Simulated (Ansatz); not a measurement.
Ansatz (an electronic-structure program) input (B3LYP-D3(BJ)/def2-TZVP):

Ansatz 0.2 input:
```yaml
crystal:
  periodic: [false, false, false]
  atoms:
    - {symbol: Ge, position_ang: [0.00609387, -0.00155186, 1.02797645]}
    - {symbol: Br, position_ang: [1.12783839, -1.65897749, -0.54737351]}
    - {symbol: Br, position_ang: [-1.09767691, 1.70608987, -0.50569615]}
basis:
  gaussian:
    orbitals: def2-TZVP
hamiltonian:
  xc: b3lyp
  dispersion: d3bj
total_charge: -1
magnetization: {spin_polarized: true, initial_magnetization: 1}
relax: {f_tol: 0.002, max_steps: 150}
```

Output:

```
Functional definition: B3LYP
integrals: 0.11 GiB planned
1017 factors; integrals over basis functions are off by at most 3.6e-4 eV
mean field: 1.54 GiB planned
mean field evaluation 1: about -196617.0895 eV, gradient 1.8e1 eV
mean field evaluation 2: about -196616.9565 eV, gradient 2.0e1 eV
mean field evaluation 4: about -196617.7519 eV, gradient 4.3e-1 eV
mean field evaluation 8: about -196617.7777 eV, gradient 3.7e-2 eV
mean field evaluation 16: about -196617.7777 eV, gradient 8.2e-5 eV
mean field -196617.77772541 eV, -7225.5700590924 hartree, gradient 8.2e-5 eV, S^2 0.753084; 0 other end points of the search recorded, 0 dependent functions left out
the calculation of the forces begins
reference -196617.77792898 eV, -7225.5700665735 hartree; 52, 51 occupied and 92, 93 virtual orbitals, 1017 factors
relax step   1: F+E_penalty+E_count = -196617.97647563 eV  Δ(F+E_penalty+E_count) = +0.000e0 eV  max|allowed force component| = 6.455e-2 eV/Å  Δτ_max = 0.0000 Å  (32 SCF iters, accepted)
these checks for a lower state are left out or cut short: starts, cluster_reference, orbital_swaps, neighbouring_geometries, increment
integrals: 0.11 GiB planned
1017 factors; integrals over basis functions are off by at most 3.6e-4 eV
mean field: 1.54 GiB planned
mean field -196617.77873230 eV, -7225.5700960949 hartree, gradient 1.2e-5 eV, S^2 0.753080; 0 other end points of the search recorded, 0 dependent functions left out
the calculation of the forces begins
reference -196617.77893741 eV, -7225.5701036324 hartree; 52, 51 occupied and 92, 93 virtual orbitals, 1017 factors
relax step   2: F+E_penalty+E_count = -196617.98197171 eV  Δ(F+E_penalty+E_count) = -5.496e-3 eV  max|allowed force component| = 7.736e-2 eV/Å  Δτ_max = 0.0668 Å  (34 SCF iters, accepted)
these checks for a lower state are left out or cut short: starts, cluster_reference, orbital_swaps, neighbouring_geometries, increment
integrals: 0.11 GiB planned
1017 factors; integrals over basis functions are off by at most 3.6e-4 eV
mean field: 1.54 GiB planned
mean field evaluation 32: about -196617.7794 eV, gradient 1.2e-5 eV
mean field -196617.77938661 eV, -7225.5701201403 hartree, gradient 1.2e-5 eV, S^2 0.753085; 0 other end points of the search recorded, 0 dependent functions left out
the calculation of the forces begins
reference -196617.77959132 eV, -7225.5701276632 hartree; 52, 51 occupied and 92, 93 virtual orbitals, 1017 factors
relax step   3: F+E_penalty+E_count = -196617.98243505 eV  Δ(F+E_penalty+E_count) = -4.633e-4 eV  max|allowed force component| = 1.675e-2 eV/Å  Δτ_max = 0.0113 Å  (36 SCF iters, accepted)
these checks for a lower state are left out or cut short: starts, cluster_reference, orbital_swaps, neighbouring_geometries, increment
integrals: 0.11 GiB planned
1017 factors; integrals over basis functions are off by at most 3.6e-4 eV
mean field: 1.54 GiB planned
mean field -196617.77950102 eV, -7225.5701243450 hartree, gradient 1.1e-5 eV, S^2 0.753084; 0 other end points of the search recorded, 0 dependent functions left out
the calculation of the forces begins
reference -196617.77970578 eV, -7225.5701318698 hartree; 52, 51 occupied and 92, 93 virtual orbitals, 1017 factors
relax step   4: F+E_penalty+E_count = -196617.98245725 eV  Δ(F+E_penalty+E_count) = -2.219e-5 eV  max|allowed force component| = 3.576e-4 eV/Å  Δτ_max = 0.0012 Å  (29 SCF iters, accepted)
integrals: 0.11 GiB planned
1017 factors; integrals over basis functions are off by at most 3.6e-4 eV
mean field: 1.54 GiB planned
mean field -196617.77950102 eV, -7225.5701243450 hartree, gradient 1.1e-5 eV, S^2 0.753084; 1 other end points of the search recorded, 0 dependent functions left out
the calculation of the forces begins
reference -196617.77970578 eV, -7225.5701318698 hartree; 52, 51 occupied and 92, 93 virtual orbitals, 1017 factors
Total energy: -196617.98266201 eV, -7225.5775903735 hartree
Atom 0 at     0.005902    -0.002183     1.065000 Å, force     0.000011    -0.000008    -0.000358 eV/Å
Atom 1 at     1.096082    -1.610499    -0.565273 Å, force    -0.000233     0.000348     0.000190 eV/Å
Atom 2 at    -1.065728     1.658243    -0.524821 Å, force     0.000222    -0.000340     0.000168 eV/Å
Dipole moment:    -0.001404    -0.003932     0.243217 e Å
```
